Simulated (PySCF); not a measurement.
disulfane (H2S2), SMILES SS.

Geometry optimised at PBE0-D3(BJ)/def2-TZVP.

Two levels are set side by side: TDDFT-PBE/def2-TZVPD (PySCF) and ADC(2)/aug-cc-pVDZ (PySCF). Vertical, same geometry; the bases differ. Differences are taken from unrounded values.

```tsv
quantity	TDDFT-PBE
lowest singlet excitation (eV)	4.55
```

Problem. These are the TDDFT-PBE values. What does ADC(2) give? (The exact figures need the calculation; the answer reports its results.)

Solution. 
```csv
quantity,ADC(2),TDDFT-PBE minus ADC(2)
lowest singlet excitation (eV),5.15,-0.60
```

A lower first singlet is the usual sign of a functional without exact exchange. Differences between two approximate levels are no errors against the true value.

Rough cost on one machine, each run with all the roots and properties that it gave: ADC(2) against TDDFT-PBE about 5 times.
